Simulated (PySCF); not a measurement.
C7H7P.
Cartesian coordinates in Å at the GFN2-xTB level; atoms count from 1:
```xyz
15
C7H7P angstrom
C      3.5049   -0.0901   -0.4819
C      2.3416    0.0825   -0.7333
P      0.6804    0.3910   -1.2609
C     -0.0566   -1.1800   -0.7133
C     -1.2004   -1.2172   -0.0447
C     -1.9514    0.0113    0.3813
C     -1.0257    1.1258    0.7762
C      0.1333    1.3611    0.1780
H      4.5106   -0.2541   -0.2233
H      0.4632   -2.0823   -1.0059
H     -1.6382   -2.1637    0.2442
H     -2.5847    0.3499   -0.4481
H     -2.6158   -0.2313    1.2132
H     -1.3473    1.7345    1.6110
H      0.7814    2.1707    0.4856
```

NICS is the negative of the GIAO shielding at a point without a nucleus: at the ring centre (0) and 1 Å above and below it (1); zz is the component along the ring normal. Level: GIAO PBE0/pcSseg-1 (PySCF, non-relativistic, gas phase) on the GFN2-xTB geometry, one conformer.

Ring bond lengths (Å), with Mayer bond orders in brackets: P3–C4 1.820 (0.93), C4–C5 1.325 (1.91), C5–C6 1.502 (1.05), C6–C7 1.502 (1.05), C7–C8 1.325 (1.91), C8–P3 1.820 (0.93).

**Question.** Give the NICS values of each ring in ppm.

**Answer.** 
```json
{"ring": "P3–C4–C5–C6–C7–C8", "type": "6-membered ring with P; formal bonds 2 double, 4 single", "NICS(0)": "-2.5", "NICS(1), two faces": "-2.6 / -4.7", "NICS(1)zz, two faces": "-2.1 / -4.7", "rms pucker (Å)": "0.23", "centre to ring atoms, mean (Å)": "1.51"}
```

**Question.** What do they say, and how far can they be read as aromaticity?

**Answer.** 
- P3–C4–C5–C6–C7–C8: mean NICS(1)zz -3.4 ppm, shielded. C6 has four or more neighbours, and the NICS criterion for π rings isn't applied.

**Question.** List the ring angles and the Hirshfeld charges of the ring atoms.

**Answer.** 
- P3–C4–C5–C6–C7–C8: P3 95.8° (+0.191 e), C4 121.7° (-0.106 e), C5 123.5° (-0.042 e), C6 111.9° (-0.070 e), C7 123.5° (-0.042 e), C8 121.7° (-0.106 e); sum 698.1° against 720° for a flat convex ring.

Time: 23 s. Hardware: one thread, Arm Neoverse V1, no GPU, on a shared host. This is the whole shielding run at PBE0/pcSseg-1, SCF included.
